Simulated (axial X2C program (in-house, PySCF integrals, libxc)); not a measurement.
## Worked dissociation energy of InN: PBE50, scalar-relativistic

Computed with an in-house all-electron X2C program for linear molecules (integrals from PySCF). Spin-free means the one-electron spin-free X2C Hamiltonian. Basis: In dyall-cv3z [11s12p9d4f1g], N dyall-av3z [7s7p3d2f] (cores contracted in-house); Gaussian nuclei, density fitting, unrestricted open shells. Masses: In 114.904 u, N 14.003 u.

Molecular state: M_S = 1, Λ = 0 (beyond evenly filled blocks: π+α, π-α).

| Property | Result |
| --- | --- |
| E(In) (2M_S = 1, M_L = 0) | -5880.738134 hartree |
| E(N) (2M_S = 3, M_L = 0) | -54.588039 hartree |
| E(InN) at Re | -5935.386989 hartree |
| ωe | 471.5 cm⁻¹ |
| ωexe | 2.71 cm⁻¹ |

(1) Work out De and D0.

Occupations by symmetry block were frozen at the best pattern of an incomplete PBE0 search. Dissociation energies refer to the lowest single-determinant-based atoms at the same level and basis. PBE0 can misorder states that lie within some tenths of an eV, so this need not be the ground state of the molecule. The nearest other spin-free determinant of the search, M_S = 1, Λ = 1, lies 0.46 eV up at the distance of the search. Spin-free De lacks the spin–orbit lowering of the heavy p-block atom, a tenth of an eV or more for 4p and 5p, up to an eV for 6p and one to two eV for 7p atoms, less what an open-shell molecule gains itself.

Each atomic determinant is the lowest at this level and need not be a pure term. Totals compare only within one Hamiltonian and basis.

Results:

(1) De = -5880.738134 + (-54.588039) − (-5935.386989) = 0.06082 hartree = 1.655 eV. The zero-point energy is ωe/2 − ωexe/4 = 235 cm⁻¹ = 0.029 eV, so D0 = 1.626 eV.
